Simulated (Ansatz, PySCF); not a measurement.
Molecule: C₂H₂F₂, charge 0, multiplicity 1. SMILES: C=C(F)F
Coordinates optimised at B3LYP-D3(BJ)/def2-TZVP (Ansatz, a program for electronic structure):
```xyz
6

C      1.3666    -0.1842    -0.0960
C      0.0659    -0.0089    -0.0046
F     -0.8303    -0.9779     0.0790
F     -0.5461     1.1633     0.0177
H      2.0191     0.6710    -0.1597
H      1.7731    -1.1820    -0.1067
```

Wanted: atomisation energy, in kcal/mol. Set-up: LANL2DZ all-electron up to Ne; no spin-orbit coupling; atomisation electronic, to ground-state atoms; UHF or UKS for open shells; dispersion terms only where a functional's name holds one; six Cartesian d functions in 6-31G* and its kin unless marked 5d; valence correlation only; 6-311+G** with 5d; non-relativistic. CBS(X,Y): correlation extrapolated as X^-3; Hartree-Fock from the larger set. [CCSD(T)-MP2]/basis is that difference in the basis named. Ab initio and DFT rows: single points at B3LYP-D3(BJ) geometries (Ansatz).

Coupled cluster (Ansatz) is a level with limits of its own, used here on species with T1 under 0.025 (0.045 for open shells) and stable references: RI-MP2/CBS(aug-cc-pVTZ,aug-cc-pVQZ)+[CCSD(T)-MP2]/aug-cc-pVTZ.

Value to compare with, RI-MP2/CBS(aug-cc-pVTZ,aug-cc-pVQZ)+[CCSD(T)-MP2]/aug-cc-pVTZ (Ansatz): 585.4 kcal/mol.

```csv
level,program,atomisation energy (kcal/mol),difference
HF/LANL2DZ,Ansatz,346.4,-239.0
HF/6-31G*,Ansatz,408.4,-177.0
HF/6-311+G**,Ansatz,403.3,-182.1
PBE/LANL2DZ,Ansatz,569.4,-16.0
PBE/def2-SVP,Ansatz,622.2,36.8
B3LYP/3-21G,Ansatz,571.8,-13.6
B3LYP/LANL2DZ,Ansatz,535.7,-49.7
B3LYP/6-31G*,Ansatz,586.4,1.0
B3LYP/def2-SVP,Ansatz,592.4,7.0
B3LYP/cc-pVDZ,Ansatz,576.6,-8.8
PBE0/6-311+G**,Ansatz,582.5,-2.9
MP2/STO-3G,Ansatz,516.6,-68.8
B3PW91/6-31G* (5d),PySCF,590.7,5.3
B2PLYP-D3(BJ)/def2-TZVPD,Ansatz + dftd3,581.1,-4.3
```

Among the 13 habitual levels, HF/LANL2DZ lies farthest from RI-MP2/CBS(aug-cc-pVTZ,aug-cc-pVQZ)+[CCSD(T)-MP2]/aug-cc-pVTZ (Ansatz) (-239.0 kcal/mol) and B3LYP/6-31G* nearest (1.0); 4 of 13 lie above it, and their mean absolute difference is 62.2 kcal/mol, the median 16.0. One case shows no general order.

The levels are drawn from those run, B3LYP/6-31G* more often than the rest, none by its result; runs whose electronic state is in doubt are left out.
